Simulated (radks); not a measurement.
The numbers below are computed, except where a source is named.
Species: Ir IV. Configuration: [Xe] 4f14 5d6. Level of theory: Dirac Kohn-Sham, PBE, spin-unpolarised, spherical densities, finite nucleus; open shells are shared between the two j in proportion to 2j + 1; Fermi nuclear charge, rms radius 5.4032 fm (a radial shooting solver on a logarithmic mesh with Libxc functionals).

Unscreened Slater integrals over Kohn-Sham orbitals (eV). Large and small components are both included.

integral,value
"F0(5d5/2,5d5/2)",15.714
"F2(5d5/2,5d5/2)",8.2134
"F4(5d5/2,5d5/2)",5.4507
"F0(5d5/2,5d3/2)",15.940
"F2(5d5/2,5d3/2)",8.3255
"G2(5d5/2,5d3/2)",8.3159
"G4(5d5/2,5d3/2)",5.5206
"F0(5d5/2,5p3/2)",17.807
"F2(5d5/2,5p3/2)",8.8765
"G1(5d5/2,5p3/2)",10.731
"G3(5d5/2,5p3/2)",6.6452
"F0(5d5/2,4f7/2)",20.271
"F2(5d5/2,4f7/2)",4.7239
"F4(5d5/2,4f7/2)",2.2028
"G1(5d5/2,4f7/2)",1.5968
"G3(5d5/2,4f7/2)",1.4810
"G5(5d5/2,4f7/2)",1.1784
"F0(5d3/2,5d3/2)",16.177
"F2(5d3/2,5d3/2)",8.4552
"F0(5d3/2,5p3/2)",18.156
"F2(5d3/2,5p3/2)",9.1672
"G1(5d3/2,5p3/2)",11.254
"G3(5d3/2,5p3/2)",6.9691
"F0(5d3/2,4f7/2)",20.812
"F2(5d3/2,4f7/2)",5.0013
"G3(5d3/2,4f7/2)",1.6034
"G5(5d3/2,4f7/2)",1.2716
"F0(5p3/2,5p3/2)",21.216
"F2(5p3/2,5p3/2)",11.449
"F0(5p3/2,4f7/2)",26.148
"F2(5p3/2,4f7/2)",8.0594
"G2(5p3/2,4f7/2)",3.1378
"G4(5p3/2,4f7/2)",2.6301
"F0(4f7/2,4f7/2)",46.339
"F2(4f7/2,4f7/2)",22.803
"F4(4f7/2,4f7/2)",14.474
"F6(4f7/2,4f7/2)",10.462
